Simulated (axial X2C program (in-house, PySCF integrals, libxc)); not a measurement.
# Ω levels of FRhF⁺ from open-shell CI on d6 s0 p(π)0

Calculated with an axial X2C code built on PySCF integrals: two-component X2C with atomic mean-field Coulomb and Gaunt terms, basis F dyall-v3z, Rh dyall-v3z (cores contracted in-house). Orbitals come from Hartree–Fock averaged over the configuration Rh d6 s0 p(π)0; CI then distributes these electrons over the d, s, p(π) shells of Rh.

F–Rh–F held linear, both bonds 1.819 Å (near the minimum of the configuration average).

Active spinors (ω > 0):

```csv
shell,ω,ε (eV),character
d,3/2,-20.58,100% Rh d
d,5/2,-20.23,100% Rh d
d,1/2,-18.46,"82% Rh d, 16% F p"
d,3/2,-18.28,"83% Rh d, 16% F p"
d,1/2,-16.82,"65% Rh d, 19% Rh s, 14% F p"
s,1/2,-4.39,"75% Rh s, 16% Rh d"
p(π),1/2,-4.00,92% Rh p
p(π),3/2,-3.91,92% Rh p
```

Lowest levels of this model:

```
Ω  energy (cm⁻¹)     g∥  configuration
4              0  11.91        100% d6
3            705   7.98        100% d6
2           1336   4.01        100% d6
1           1916   0.04        100% d6
0           2440   0.00        100% d6
0           2482   0.00        100% d6
4           6233  10.07        100% d6
0           6649   0.00        100% d6
1           7058   3.88        100% d6
3           7869   6.03        100% d6
2           9343   2.10        100% d6
2          10756   5.97        100% d6
1          11042   2.11        100% d6
0          12091   0.00        100% d6
0          12286   0.00        100% d6
3          12986   9.65        100% d6
2          13473   5.95        100% d6
1          13683   2.35        100% d6
0          13819   0.00        100% d6
0          14157   0.00        100% d6
3          15102   8.31        100% d6
0          16373   0.00        100% d6
5          16455  12.00        100% d6
4          17595   8.02        100% d6
```

g∥ is the magnitude of 2⟨Lz + ge Sz⟩ for the +Ω component.

(1) From Ω and g∥ of the lowest level, whose 2⟨Lz + ge Sz⟩ is positive, find ⟨Sz⟩ and ⟨Lz⟩ (ge = 2.0023).

Occupations of the active spinors in the lowest level by ω, shell by shell in order of energy: -5/2: 0.00; -3/2: 1.00 0.00 0.00; -1/2: 1.00 0.00 0.00 0.00; 1/2: 0.09 0.91 0.00 0.00; 3/2: 1.00 1.00 0.00; 5/2: 1.00. The leading determinant has weight 0.91 among 419.

This point took 1.9 s on 1 thread of Arm Neoverse V2, on a shared host.

Dynamic correlation is missing, so gaps between terms are too wide and other configurations may lie lower; the lowest level listed is that of this model, not necessarily the ground state. For d shells the ligand-field splittings (σ, π, δ) and their order can be off by a thousand cm⁻¹ or more. At most 4 roots were kept for each Ω > 0 (twice that for Ω = 0) within 3.2 eV of the lowest, so higher up levels can be missing between those listed; levels with Ω > 0 are doubly degenerate and listed once, Ω = 0 levels singly. The open spinors mix strongly with ligand orbitals, which this small active space describes poorly. Some active spinors are only partly of the character that their shell is named for, so the shell names and counts are nominal. States that fill the shells left empty in the average are placed too high. The molecule was held linear; bending was not examined.

Results:

(1) Ω = ⟨Lz⟩ + ⟨Sz⟩ = 4 and ⟨Lz⟩ + ge⟨Sz⟩ = 5.955, so ⟨Sz⟩ = 1.95 and ⟨Lz⟩ = 2.05.
